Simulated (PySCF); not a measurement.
## CaF⁺ at RHF-SCS-MP2

Level: RHF-SCS-MP2. Ca pcseg-1, F pcseg-1; no relativity (PySCF 2.14).

For CaF⁺, the state is ¹Σ⁺ (singlet), closed shell and the bond length is 1.921 Å. The harmonic wavenumber is 689 cm⁻¹, the force constant is 3.60 mdyn/Å and the rotational constant Be is 0.3547 cm⁻¹. The anharmonicity ωexe is 2.83 cm⁻¹ and the vibration–rotation constant αe is 0.00202 cm⁻¹. The well depth De to Ca⁺ + F is 5.35 eV. The dissociation energy D0 is 5.31 eV.

Correlated steps freeze 6 core orbitals. Correlated levels converge slowly with the basis: in double zeta they bind strong bonds too weakly, by up to about 1 eV, and carry superposition errors of some tenths. For an ion De counts to the pair picked by the measured ionisation energies or electron affinities, which need not be the lowest pair at this level. Where the molecule has an RHF reference, its open-shell atoms are computed with UHF.
